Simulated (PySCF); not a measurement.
Constitutional and geometric isomers with formula C3H4S. Isolated molecules, 0 K electronic values unless said otherwise. One relaxed conformer stands for each flexible species; it need not be the lowest. Strings in code marks are SMILES.

The brightest of the four lowest singlets (TDA) from two functionals at the same geometries (PBE0-D3(BJ)/def2-TZVP), both in PySCF: PBE-D3(BJ)/def2-TZVP and B3LYP-D3(BJ)/def2-TZVP. B3LYP has the VWN-RPA correlation part, as in Gaussian. Excitations are Tamm–Dancoff values on a coarser integration grid. The basis has no diffuse functions, so Rydberg states are missing or too high.

```csv
species,PBE-D3(BJ)/def2-TZVP (eV)
`C=C=CS`,5.74
`C(=C)C=S` (C–C–C–S torsion 180°),5.39
`SC1=CC1` (H–S–C–C torsion 180°),5.92
```

**Question.** What does B3LYP-D3(BJ)/def2-TZVP give for each?

**Answer.** 
- `C=C=CS`: 6.09
- `C(=C)C=S` (C–C–C–S torsion 180°): 5.42
- `SC1=CC1` (H–S–C–C torsion 180°): 6.10
Over these rows, drawn at random from the members with no instability flagged (it was tested for open shells, ions and some series alone), PBE minus B3LYP-D3(BJ): mean -0.18 eV, from -0.35 eV to -0.03 eV.
